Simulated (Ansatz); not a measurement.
FH2Sn (`[F][SnH2]`) radical, relaxed with UKS PBE-D4/def2-SVP in Ansatz from a rough embedded geometry. The force threshold is 0.03 eV/Å; the program also tests the step.

Total charge 0; spin multiplicity 2. Sn takes the def2 core potential.

Start:

```xyz
4

F    -0.328    0.585   -1.651
Sn   -0.163    0.354    0.235
H     1.509    0.161    0.591
H    -1.018   -1.100    0.825
```

| step | energy (eV) | largest force (eV/Å) | largest move (Å) |
| --- | --- | --- | --- |
| 1 | -8575.0176 | 1.582 | 0.000 |
| 2 | -8575.1029 | 0.388 | 0.167 |
| 3 | -8575.1271 | 0.055 | 0.075 |
| 4 | -8575.1276 | 0.003 | 0.009 |

End:

```xyz
4

F    -0.349    0.515   -1.631
Sn   -0.166    0.385    0.330
H     1.567    0.183    0.570
H    -1.051   -1.083    0.731
```

Hardware: 2 threads of a server CPU on a shared host. Wall time 5.5 s, peak host memory 0.12 GiB.
